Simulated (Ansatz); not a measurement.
```xyz
8

H     1.4040    0.0000    0.3848
H     0.0000    1.4040    0.3848
H    -1.4040    0.0000    0.3848
H     0.0000   -1.4040    0.3848
H     1.4040    0.0000   -0.3848
H     0.0000    1.4040   -0.3848
H    -1.4040    0.0000   -0.3848
H     0.0000   -1.4040   -0.3848
```

Basis set: 6-31G (spherical functions). All electrons are correlated. Charge 0, multiplicity 1.

Computed with Ansatz (development build ahead of 0.2.0); each method stands on the lowest determinant of its kind that the runs found. Restricted open shells among the atoms or ions are ROHF, correlated in semicanonical orbitals with singles.

**Question.** Give the atomization energy at this shape (free ground-state atoms in the same class of orbitals less the molecule, no zero-point energy) of singlet H8 by RHF-MP2, RHF.

**Answer.**

```
 method  atomization energy
RHF-MP2            14.58 eV
    RHF            12.53 eV
```

This basis has no polarisation functions and is too small for such energies, which can lie far from measured ones in either direction.
